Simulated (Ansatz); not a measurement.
Ansatz (a program for electronic structure) input (HSE06/def2-TZVPD):

Ansatz 0.2 input:
```yaml
crystal:
  periodic: [false, false, false]
  atoms:
    - {symbol: C, position_ang: [-3.86644479, -1.28114872, -0.36032221]}
    - {symbol: C, position_ang: [-2.36742174, -1.33594560, -0.55290411]}
    - {symbol: O, position_ang: [-1.79731433, -0.17814322, 0.08398737]}
    - {symbol: Ge, position_ang: [-0.06154987, 0.08772017, 0.05940335]}
    - {symbol: Br, position_ang: [0.68919690, 0.25391879, -2.11987751]}
    - {symbol: Br, position_ang: [0.29635929, 2.04083497, 1.19805973]}
    - {symbol: Br, position_ang: [1.02991419, -1.67457582, 1.08093495]}
    - {symbol: H, position_ang: [-4.33359964, -2.14768148, -0.83268229]}
    - {symbol: H, position_ang: [-4.11693127, -1.28645293, 0.70083261]}
    - {symbol: H, position_ang: [-4.27767587, -0.37662205, -0.80925614]}
    - {symbol: H, position_ang: [-1.95051564, -2.24280278, -0.10487300]}
    - {symbol: H, position_ang: [-2.11143148, -1.33200269, -1.61657039]}
basis:
  gaussian:
    orbitals: def2-TZVPD
hamiltonian:
  xc: {name: HSE06}
output: {forces: true}
```

Output:

```
Functional definition: HSE06
integrals: 1.14 GiB planned
2629 factors; their error is unknown
integrals: 1.19 GiB planned
179 factors; integrals over basis functions are off by at most 2.4e-5 eV
0.53 GiB of the device are held for the grids
5.57 GiB of device memory are held for the factors and their scratch space
mean field: 4.10 GiB planned
mean field evaluation 1: about -270819.9023 eV, gradient 6.7e1 eV
mean field evaluation 2: about -270781.2512 eV, gradient 1.5e2 eV
mean field evaluation 4: about -270828.5698 eV, gradient 1.2e1 eV
mean field evaluation 8: about -270828.8265 eV, gradient 3.5e-1 eV
mean field evaluation 16: about -270829.9764 eV, gradient 9.4e-4 eV
mean field -270829.97642334 eV, -9952.8180584063 hartree, gradient 3.0e-5 eV, S^2 0.000000; 0 other end points of the search recorded, 0 dependent functions left out
the calculation of the forces begins
reference -270829.97649988 eV, -9952.8180612191 hartree; 81, 81 occupied and 303, 303 virtual orbitals, 2629 factors
Total energy: -270829.97649988 eV, -9952.8180612191 hartree
Atom 0 at    -3.866445    -1.281149    -0.360322 Å, force     0.186610     0.002807    -0.018173 eV/Å
Atom 1 at    -2.367422    -1.335946    -0.552904 Å, force    -0.032463     0.277759     0.170806 eV/Å
Atom 2 at    -1.797314    -0.178143     0.083987 Å, force     0.122905    -0.163934    -0.111853 eV/Å
Atom 3 at    -0.061550     0.087720     0.059403 Å, force    -0.036640    -0.035982    -0.017779 eV/Å
Atom 4 at     0.689197     0.253919    -2.119878 Å, force    -0.074502    -0.014027     0.264555 eV/Å
Atom 5 at     0.296359     2.040835     1.198060 Å, force    -0.037057    -0.236466    -0.138526 eV/Å
Atom 6 at     1.029914    -1.674576     1.080935 Å, force    -0.115565     0.218388    -0.121195 eV/Å
Atom 7 at    -4.333600    -2.147681    -0.832682 Å, force    -0.006006    -0.024229    -0.013959 eV/Å
Atom 8 at    -4.116931    -1.286453     0.700833 Å, force    -0.009555    -0.004263     0.033080 eV/Å
Atom 9 at    -4.277676    -0.376622    -0.809256 Å, force    -0.014920     0.026101    -0.017317 eV/Å
Atom 10 at    -1.950516    -2.242803    -0.104873 Å, force     0.013145    -0.048820     0.027906 eV/Å
Atom 11 at    -2.111431    -1.332003    -1.616570 Å, force     0.004049     0.002665    -0.057545 eV/Å
Dipole moment:    -0.258430    -0.228953    -0.110435 e Å
```
